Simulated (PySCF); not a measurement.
Task: Give a PBE0-D3(BJ)/def2-SVP geometry of InChI=1S/C2H8BPS/c1-3(4)5-2/h4H2,1-2H3.

Result: 
```xyz
13
C2H8BPS angstrom
C      2.3212    0.0137    0.1239
S      0.9509   -1.1027    0.5277
B     -0.5392   -0.2905   -0.0203
C     -1.8910   -1.0675    0.1902
P     -0.4903    1.3648   -0.9912
H      2.3115    0.8995    0.7741
H      2.2749    0.3270   -0.9289
H      3.2541   -0.5407    0.2908
H     -1.7614   -2.0971    0.5561
H     -2.4728   -1.1027   -0.7461
H     -2.5175   -0.5232    0.9179
H      0.3194    2.1420   -0.1141
H     -1.7389    1.8963   -0.5586
```

Any rigid rotation of these coordinates is as good. Atoms count from 1 in this order. B3 (three-coordinate boron) is planar (angles 121.8°, 121.0° and 116.9°, sum 359.7°, 0.06 Å off the plane of its three neighbours). Of the pairs four or more bonds apart, P5···H7 is among the closest relative to their van der Waals radii: 2.95 Å, 98 % of the sum of Bondi's values. P5 (three-coordinate phosphorus) is pyramidal (angles 100.0°, 98.4° and 96.2°, sum 294.6°, 0.76 Å off the plane of its three neighbours).

Bonds between heavy atoms (Å): C1–S2 1.813, S2–B3 1.783, B3–C4 1.573, B3–P5 1.920.

Theory: PBE0-D3(BJ)/def2-SVP geometry optimisation, gas phase in PySCF 2.14.0.

Stationary, but not proved a minimum. The numbers are those of one conformer (C1–S2–B3–C4 179°, S2–B3–P5–H -53° and -151°).

The run took 39 s wall on one thread, Arm Neoverse V2 (aarch64), on a shared host, and the process peaked at 0.51 GiB of memory. These figures are those of the optimisation.
